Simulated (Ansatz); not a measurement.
`[O]=[W]([F])([F])([Cl])[Cl]`, relaxed with RKS PBE0-D4/def2-TZVP in Ansatz from a PBE-D4/def2-SVP geometry. The force threshold is 0.005 eV/Å; the program also tests the step.

The species carries charge 0 and has multiplicity 1. W takes the def2 core potential.

Start:

```xyz
6

O    -0.948   -1.227    0.839
W    -0.042   -0.007    0.091
F    -0.925    1.602    0.499
F     1.171    0.586    1.400
Cl    1.741   -1.132   -0.834
Cl   -0.997    0.177   -1.996
```

| step | energy (eV) | largest force (eV/Å) | largest move (Å) |
| --- | --- | --- | --- |
| 1 | -34347.2428 | 1.461 | 0.000 |
| 2 | -34347.2958 | 0.364 | 0.048 |
| 3 | -34347.3037 | 0.089 | 0.024 |
| 4 | -34347.3040 | 0.022 | 0.006 |
| 5 | -34347.3040 | 0.008 | 0.002 |
| 6 | -34347.3040 | 0.001 | 0.001 |

End:

```xyz
6

O    -0.936   -1.208    0.833
W    -0.043   -0.009    0.092
F    -0.918    1.578    0.494
F     1.158    0.579    1.378
Cl    1.719   -1.119   -0.824
Cl   -0.979    0.179   -1.973
```

Run time 30 s (4 threads of an Arm Neoverse V1 on a shared host); peak host memory 0.65 GiB.
